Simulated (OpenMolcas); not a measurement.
## Ag5+: effect of the active space

```
Program             : OpenMolcas 26.06
Method              : MS-CASPT2 or its RAS form, IPEA 0.25 Eh, imaginary shift 0.1 Eh
Basis               : ANO-RCC-VQZP
Scalar Hamiltonian  : DKH2, point nucleus
Spin-orbit coupling : RASSI with atomic mean-field integrals over the reference wave functions, term energies averaged over their components
```

A. 6 electrons in 5 orbitals (4d); 2S+1 = 5 even, 5 roots; 2S+1 = 3 even, 45 roots; 2S+1 = 1 even, 50 roots; closed shells correlated: 4s 4p; CASPT2 step of the order of 40 core-seconds
B. 12 electrons in 8 orbitals (RAS1 4p, at most 2 holes; RAS2 4d); 2S+1 = 5 even, 5 roots; 2S+1 = 3 even, 45 roots; 2S+1 = 1 even, 49 roots; closed shells correlated: 4s; CASPT2 step roughly 2.1 core-minutes
C. 6 electrons in 10 orbitals (4d 5d); 2S+1 = 5 even, 5 roots; 2S+1 = 3 even, 45 roots; 2S+1 = 1 even, 49 roots; closed shells correlated: 4s 4p; CASPT2 step about 50 core-minutes

Energies in cm-1 above 4d6 5D4, the measured ground level; measured values from the list in Gamrath, thesis, University of Mons (2023).

```tsv
Level	A	B	C	Measured
4d6 5D4	0.0	0.0	0.0	0.0
4d6 5D3	2560	2570	2520	2692
4d6 5D2	3820	3840	3750	3953
4d6 5D1	4760	4790	4670	4941
4d6 5D0	5190	5220	5090	5380
4d6 3P2(1)	21590	22010	21630	21042
4d6 3H6	22370	22130	22380	21512
4d6 3H5 [73 %]	22690	22520	22680	21812
4d6 3F3(1) [74 %]	25210	25350	25200	24441
4d6 3F2(1)	26130	26330	26130	25306
4d6 3P1(1)	28530	29020	28590	28232
4d6 3G5 [73 %]	28700	28660	28730	27958
4d6 3P0(1) [74 %]	29290	29740	29360	
4d6 3G4	30430	30450	30440	29660
4d6 3G3 [74 %]	31070	31130	31060	30361
4d6 3D2	33730	34060	33730	32650
4d6 3D1	34470	34820	34480	33558
4d6 3D3	34540	34890	34580	33509
4d6 1I6	35380	35000	35380	34194
4d6 1G4(1)	38470	38380	38550	37481
4d6 1D2(1)	42840	43280	42930	41372
4d6 1F3	46440	46720	46440	44724
4d6 3P0(2)	52450	53210	52850	
4d6 3P1(2)	53720	54020	53740	51664
```

Deviations, from unrounded energies. A percentage is the sum of absolute deviations over the sum of measured energies, with the sign that they share, or ± where signs differ.

```json
{"Against measurement": "mean absolute deviation (cm-1)", "Levels": "21", "A": "830", "B": "940", "C": "860"}
{"Against measurement": "fine structure of the ground term (%)", "Levels": "4", "A": "-3.7", "B": "-3.2", "C": "-5.5"}
{"Against measurement": "other terms of the ground configuration (%)", "Levels": "17", "A": "+3.1", "B": "+3.6", "C": "+3.2"}
```

A, C lie about equally close to measurement and B furthest from it. The largest miss of A in the table is 4d6 3P1(2), by +2100 cm-1. The ranking rests on the paired levels alone, and a cruder setting can come out closer through cancelling errors.

The spin-orbit steps hold different terms of 4d6 (B lacks a 1S; C lacks a 1S), which shifts levels as well.

The two smallest mean deviations differ by little beside CASPT2's spread within terms, so their order carries little weight.

Among A to C the level of the table that moves most is 4d6 3P0(2), by 750 cm-1 (lowest in A, highest in B). Moves below CASPT2's spread within the term are not significant.

Term energies are means over components that CASPT2 splits; among the terms shown or strongly mixed into the levels shown the widest spread is 1200 cm-1 (4d6 1I, A). The CASPT2 spread within a term exceeds the gap to the next term for 4d6 3D and 4d6 1I, 4d6 3P(2) and 4d6 3F(2), so the order of their levels is uncertain, and so are names and mixing where such terms share a J (figures for A; the like holds for B, C). Active for correlation alone: 4p; no level in the range computed is led by a configuration that opens it, so any true level of that kind is missing (holds for B). Active for correlation alone: 5d; no level in the range computed is led by a configuration that fills it, so any true level of that kind is missing (holds for C). Measured partners are found by configuration, term and J. A level has none where our copy of the source lacks it or the pairing is in doubt (some pairs that miss far off the trend of their configuration count as doubtful), and it then counts in no deviation. Only configurations of the active space appear. The table leaves out levels that lie high or whose names do not pair safely across all columns.

A share in square brackets marks a mixed level and gives the weight of the term that names it, the lowest over the columns. A number in round brackets counts repeated terms of one configuration in the order of the reference energies.
